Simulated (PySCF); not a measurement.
Coordinates in bohr (charge 0 multiplicity 2):
```
Ta    0.0000    0.0000   -0.3004
O     2.5998    0.0000    1.7074
O    -2.5998    0.0000    1.7074
```

Method: UPBE in PySCF with Ta def2-TZVP with ECP60, O def2-TZVP; scalar-relativistic core potentials, no spin–orbit coupling; density-fitted integrals.

This geometry of TaO₂ is a stationary point at this level.

Problem. What is the point group?

Solution. C2v.

Problem. Is it a minimum?

Solution. Yes: all harmonic wavenumbers are real.

Problem. List the harmonic modes with their infrared intensities.

Solution. 
| symmetry | ω (cm⁻¹) | IR (km/mol) | type |
| --- | --- | --- | --- |
| a1 | 337 | 3.9 | bend |
| b2 | 913 | 149 | stretch |
| a1 | 973 | 45.5 | stretch |

Problem. What are the dipole moment and the gap between the highest occupied and lowest empty levels of either spin?

Solution. 5.12 D and 1.40 eV.

Problem. Give the ideal-gas entropy at 298.15 K and 1 bar by parts.

Solution. translation 175.7, rotation 92.8, vibration 6.1, spin 5.8; total 280.4 J/(mol K).

In C2v the vibrations span 2a1 + b2. Here b1 is antisymmetric to the molecular plane and b2 lies in it.

This need not be the most stable arrangement of these atoms. With open d or f shells other occupations or spin states may lie lower. No spin–orbit coupling is included, which matters more the heavier the element.
